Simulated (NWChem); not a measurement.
System: TeF₃, doublet; SMILES F[Te](F)F

Excerpt of the output:

```
             Northwest Computational Chemistry Package (NWChem) 7.3.0
             --------------------------------------------------------

                             Geometry "geometry" -> ""
                             -------------------------

 Output coordinates in angstroms (scale by  1.889725989 to convert to a.u.)

  No.       Tag          Charge          X              Y              Z
 ---- ---------------- ---------- -------------- -------------- --------------
    1 Te                  52.0000    -0.28243937     0.16959258     0.02298737
    2 F                    9.0000    -0.82652237    -1.76168642     0.24123037
    3 F                    9.0000     1.06105363     1.50541258    -0.67286663
    4 F                    9.0000     1.39734063    -0.72359442     0.29882037

 Effective nuclear repulsion energy (a.u.)     420.1990910035

                           NWChem Geometry Optimization
                           ----------------------------

 maximum gradient threshold         (gmax) =   0.000450
 rms gradient threshold             (grms) =   0.000300
 maximum cartesian step threshold   (xmax) =   0.001800
 rms cartesian step threshold       (xrms) =   0.001200
 fixed trust radius                (trust) =   0.300000
 source of zmatrix                         =

          -------------------
          Energy Minimization
          -------------------

 Using diagonal initial Hessian

          --------
          Step   0

                                 NWChem DFT Module
                                 -----------------

 Summary of "ao basis" -> "ao basis" (spherical)
 ------------------------------------------------------------------------------
       Tag                 Description            Shells   Functions and Types
 ---------------- ------------------------------  ------  ---------------------
 Te                         def2-svp                10       26   4s4p2d
 F                          def2-svp                 6       14   3s2p1d

            General Information
            -------------------
          SCF calculation type: DFT
          Wavefunction type:  spin polarized.
          No. of atoms     :     4
          No. of electrons :    51
           Alpha electrons :    26
            Beta electrons :    25
          Charge           :     0
          Spin multiplicity:     2
          Use of symmetry is: off; symmetry adaption is: off
          Maximum number of iterations: 150
          AO basis - number of functions:    68
                     number of shells:    28
          Convergence on energy requested:  1.00D-06
          Convergence on density requested:  1.00D-05
          Convergence on gradient requested:  5.00D-04

              XC Information
              --------------
                         PBE0 Method XC Functional
                     Hartree-Fock (Exact) Exchange  0.250
          PerdewBurkeErnzerhof Exchange Functional  0.750
            Perdew 1991 LDA Correlation Functional  1.000 local
           PerdewBurkeErnz. Correlation Functional  1.000 non-local

             Grid Information
             ----------------
          Grid used for XC integration:  medium
          Radial quadrature: Mura-Knowles
          Angular quadrature: Lebedev.
          Tag              B.-S. Rad. Rad. Pts. Rad. Cut. Ang. Pts.
          ---              ---------- --------- --------- ---------
          Te                  1.40      123           6.0       590
          F                   0.50       49           8.0       434
          Grid pruning is: on
          Number of quadrature shells:   270
          Spatial weights used:  Erf1

      Superposition of Atomic Density Guess
      -------------------------------------

 Sum of atomic energies:        -609.10125251

      Non-variational initial energy
      ------------------------------

 Total energy =    -564.654178
 1-e energy   =   -1320.833064
 2-e energy   =     537.491821
 HOMO         =      -0.194140
 LUMO         =      -0.028922

   convergence    iter        energy       DeltaE   RMS-Dens  Diis-err
 ---------------- ----- ----------------- --------- --------- ---------
 d= 0,ls=0.0,diis     1   -566.7906657925 -7.85D+02  1.90D-02  3.72D-01
                                                     2.05D-02  3.67D-01
 d= 0,ls=0.0,diis     2   -566.1584121108  6.32D-01  1.05D-02  2.05D+00
                                                     1.27D-02  2.01D+00
 d= 0,ls=0.0,diis     3   -566.9823607009 -8.24D-01  1.81D-03  2.22D-02
                                                     2.07D-03  2.21D-02
 d= 0,ls=0.0,diis     4   -566.9859086250 -3.55D-03  7.72D-04  1.36D-02
                                                     8.91D-04  1.36D-02
 d= 0,ls=0.0,diis     5   -566.9906268836 -4.72D-03  1.55D-04  1.40D-04
                                                     1.09D-04  1.14D-04
  Resetting Diis
 d= 0,ls=0.0,diis     6   -566.9906738255 -4.69D-05  2.62D-05  2.94D-06
                                                     4.70D-05  3.87D-06
 d= 0,ls=0.0,diis     7   -566.9906767167 -2.89D-06  1.27D-05  2.19D-07
                                                     1.67D-05  2.99D-07
 d= 0,ls=0.0,diis     8   -566.9906768153 -9.86D-08  6.13D-06  6.02D-07
                                                     6.72D-06  5.44D-07

         Total DFT energy =     -566.990676815259
      One electron energy =    -1320.795151684226
           Coulomb energy =      587.041501165407
    Exchange-Corr. energy =      -51.924091418611
 Nuclear repulsion energy =      218.687065122171

 Numeric. integr. density =       50.999994879698

                    DFT Final Alpha Molecular Orbital Analysis
                    ------------------------------------------

 Vector   24  Occ=1.000000D+00  E=-3.797143D-01
              MO Center=  5.4D-01, -3.2D-01, -4.0D-02, r^2= 3.5D+00
   Bfn.  Coefficient  Atom+Function         Bfn.  Coefficient  Atom+Function
  ----- ------------  ---------------      ----- ------------  ---------------
    30      0.387501  2 F  px                59      0.350026  4 F  py
    45      0.303504  3 F  py                33     -0.272410  2 F  px
    62     -0.232825  4 F  py                48     -0.216049  3 F  py
    44     -0.207211  3 F  px                58      0.202191  4 F  px
    47      0.140837  3 F  px                61     -0.134499  4 F  px

 Vector   25  Occ=1.000000D+00  E=-3.781531D-01
              MO Center= -2.7D-03, -3.7D-02, -1.4D-01, r^2= 4.0D+00
   Bfn.  Coefficient  Atom+Function         Bfn.  Coefficient  Atom+Function
  ----- ------------  ---------------      ----- ------------  ---------------
    44     -0.409967  3 F  px                31      0.399547  2 F  py
    47      0.288647  3 F  px                34     -0.279253  2 F  py
     3      0.270256  1 Te s                  4      0.197175  1 Te s
    30     -0.173268  2 F  px                11     -0.160989  1 Te px
    46      0.152027  3 F  pz                33      0.125932  2 F  px

 Vector   26  Occ=1.000000D+00  E=-2.942542D-01
              MO Center= -1.6D-01,  7.3D-02, -5.9D-02, r^2= 2.7D+00
   Bfn.  Coefficient  Atom+Function         Bfn.  Coefficient  Atom+Function
  ----- ------------  ---------------      ----- ------------  ---------------
    13      0.619993  1 Te pz                16      0.388277  1 Te pz
    32      0.239197  2 F  pz                10     -0.219419  1 Te pz
    35     -0.188540  2 F  pz                46      0.188077  3 F  pz
    60      0.187779  4 F  pz                 7     -0.171102  1 Te pz
    49     -0.148824  3 F  pz                63     -0.149308  4 F  pz

 Vector   27  Occ=0.000000D+00  E=-9.136311D-02
              MO Center= -1.1D-01,  6.6D-02,  1.5D-02, r^2= 2.8D+00
   Bfn.  Coefficient  Atom+Function         Bfn.  Coefficient  Atom+Function
  ----- ------------  ---------------      ----- ------------  ---------------
    14      0.550415  1 Te px                 3      0.452238  1 Te s
    11      0.445190  1 Te px                15     -0.308265  1 Te py
    57     -0.285710  4 F  s                 58     -0.279793  4 F  px
    12     -0.252937  1 Te py                61      0.243246  4 F  px
     8     -0.166487  1 Te px                45     -0.157392  3 F  py

 Vector   28  Occ=0.000000D+00  E=-5.435879D-02
              MO Center= -3.7D-01,  2.3D-01,  6.4D-02, r^2= 3.0D+00
   Bfn.  Coefficient  Atom+Function         Bfn.  Coefficient  Atom+Function
  ----- ------------  ---------------      ----- ------------  ---------------
    15      0.612642  1 Te py                12      0.491965  1 Te py
    14      0.353987  1 Te px                11      0.284250  1 Te px
    29      0.283672  2 F  s                 43     -0.283668  3 F  s
    31     -0.268892  2 F  py                34      0.256836  2 F  py
    44     -0.220028  3 F  px                47      0.202451  3 F  px

 Vector   29  Occ=0.000000D+00  E= 1.758594D-01
              MO Center= -3.8D-01,  2.4D-01,  6.2D-02, r^2= 3.6D+00
   Bfn.  Coefficient  Atom+Function         Bfn.  Coefficient  Atom+Function
  ----- ------------  ---------------      ----- ------------  ---------------
     3      2.228046  1 Te s                  4     -2.207536  1 Te s
     2     -0.372022  1 Te s                  1     -0.279570  1 Te s
    24     -0.249870  1 Te d  0              57      0.244202  4 F  s
    29      0.214775  2 F  s                 43      0.214780  3 F  s
    11     -0.171435  1 Te px                23     -0.115975  1 Te d -1

                     DFT Final Beta Molecular Orbital Analysis
                     -----------------------------------------

 Vector   23  Occ=1.000000D+00  E=-3.911737D-01
              MO Center=  1.1D-01, -1.2D-01, -2.0D-01, r^2= 4.1D+00
   Bfn.  Coefficient  Atom+Function         Bfn.  Coefficient  Atom+Function
  ----- ------------  ---------------      ----- ------------  ---------------
    32      0.449821  2 F  pz                46     -0.392484  3 F  pz
    35     -0.329307  2 F  pz                49      0.289410  3 F  pz
    45     -0.232437  3 F  py                48      0.166749  3 F  py
    30     -0.077960  2 F  px                23      0.074369  1 Te d -1
    33      0.054947  2 F  px                18     -0.047716  1 Te d -1

[...]

      ----------------------
      Optimization converged
      ----------------------

  Step       Energy      Delta E   Gmax     Grms     Xrms     Xmax
  ---- ---------------- -------- -------- -------- -------- --------
@   15    -566.99977213  2.6D-07  0.00002  0.00001  0.00052  0.00130
                                     ok       ok       ok       ok

                         Geometry "geometry" -> "geometry"
                         ---------------------------------

 Output coordinates in angstroms (scale by  1.889725989 to convert to a.u.)

  No.       Tag          Charge          X              Y              Z
 ---- ---------------- ---------- -------------- -------------- --------------
    1 Te                  52.0000    -0.15539995     0.04097115    -0.17470060
    2 F                    9.0000    -0.94515699    -1.68725141     0.32930206
    3 F                    9.0000     0.95825963     1.60627250    -0.59243675
    4 F                    9.0000     1.49172985    -0.77026791     0.32800676

 Effective nuclear repulsion energy (a.u.)     425.9234481035

 ==============================================================================
                                internuclear distances
 ------------------------------------------------------------------------------
       center one      |      center two      | atomic units |  angstroms
 ------------------------------------------------------------------------------
    2 F                |   1 Te               |     3.71488  |     1.96583
    3 F                |   1 Te               |     3.71508  |     1.96594
    4 F                |   1 Te               |     3.59737  |     1.90364
 ------------------------------------------------------------------------------
                         number of included internuclear distances:          3
 ==============================================================================

[second-derivative integrals and response iterations left out]

  Vibrational analysis via the FX method

  See chapter 2 in "Molecular Vibrations" by Wilson, Decius and Cross

  Vib: Default input used

 ---------------------------- Atom information ----------------------------
     atom    #        X              Y              Z            mass
 --------------------------------------------------------------------------
    Te       1 -2.9366332D-01  7.7424244D-02 -3.3013626D-01  1.2990670D+02
    F        2 -1.7860877D+00 -3.1884428D+00  6.2229066D-01  1.8998400D+01
    F        3  1.8108481D+00  3.0354149D+00 -1.1195431D+00  1.8998400D+01
    F        4  2.8189607D+00 -1.4555953D+00  6.1984291D-01  1.8998400D+01
 --------------------------------------------------------------------------

[unprojected Hessian and modes left out]

        Vibrational analysis via the FX method
  --- with translations and rotations projected out ---
  --- via the Eckart algorithm                      ---
 Projected Nuclear Hessian trans-rot subspace norm:1.0843D-33
                         (should be close to zero!)

[projected Hessian left out]

 Rotational Constants
 --------------------
 A=   0.280207 cm-1  (  0.403146 K)
 B=   0.115839 cm-1  (  0.166662 K)
 C=   0.081958 cm-1  (  0.117917 K)

 Temperature                      =   298.15K
 frequency scaling parameter      =   1.0000

 Zero-Point correction to Energy  =    3.385 kcal/mol  (  0.005394 au)
 Thermal correction to Energy     =    6.638 kcal/mol  (  0.010579 au)
 Thermal correction to Enthalpy   =    7.230 kcal/mol  (  0.011522 au)

 Total Entropy                    =   78.334 cal/mol-K
   - Translational                =   41.564 cal/mol-K (mol. weight = 186.9019)
   - Rotational                   =   25.897 cal/mol-K (symmetry #  =        1)
   - Vibrational                  =   10.873 cal/mol-K

 Cv (constant volume heat capacity) =   14.452 cal/mol-K
   - Translational                  =    2.979 cal/mol-K
   - Rotational                     =    2.979 cal/mol-K
   - Vibrational                    =    8.493 cal/mol-K

[normal modes left out]

 ----------------------------------------------------------------------------
 Normal Eigenvalue ||           Projected Infra Red Intensities
  Mode   [cm**-1]  || [atomic units] [(debye/angs)**2] [(KM/mol)] [arbitrary]
 ------ ---------- || -------------- ----------------- ---------- -----------
    1       -0.000 ||    0.000436           0.010         0.425       0.181
    2       -0.000 ||    0.000619           0.014         0.603       0.256
    3        0.000 ||    0.004419           0.102         4.308       1.832
    4        0.000 ||    0.000134           0.003         0.131       0.056
    5        0.000 ||    0.000694           0.016         0.677       0.288
    6        0.000 ||    0.000129           0.003         0.125       0.053
    7       30.463 ||    0.011132           0.257        10.852       4.614
    8      181.463 ||    0.016911           0.390        16.485       7.009
    9      280.593 ||    0.006015           0.139         5.864       2.493
   10      584.517 ||    0.000164           0.004         0.160       0.068
   11      617.427 ||    0.197714           4.561       192.741      81.952
   12      674.322 ||    0.051141           1.180        49.855      21.198
 ----------------------------------------------------------------------------
```

Level: PBE0/def2-SVP with def2 effective core potentials on Te, spin-unrestricted. This spin state was assumed; another may lie lower. def2 effective core potentials on Te; no spin-orbit coupling. The printed entropy takes a lower symmetry number than the molecule has.

### Question
Which NWChem input produces such a log?

### Answer
Several could match; the one computed here: the input that was run:
```
start job
memory heap 200 mb stack 900 mb global 1100 mb
geometry units angstroms noautosym noautoz
  Te    -0.255156     0.153211     0.020767
  F     -0.799239    -1.778068     0.239010
  F      1.088337     1.489031    -0.675087
  F      1.424624    -0.739976     0.296600
end
basis spherical
  * library def2-svp
end
ecp
  Te library def2-ecp
end
dft
  odft
  mult 2
  xc pbe0
  iterations 150
end
driver
  maxiter 120
end
task dft optimize
dft
  grid fine
  convergence energy 1d-8 density 1d-7
end
task dft freq numerical
```
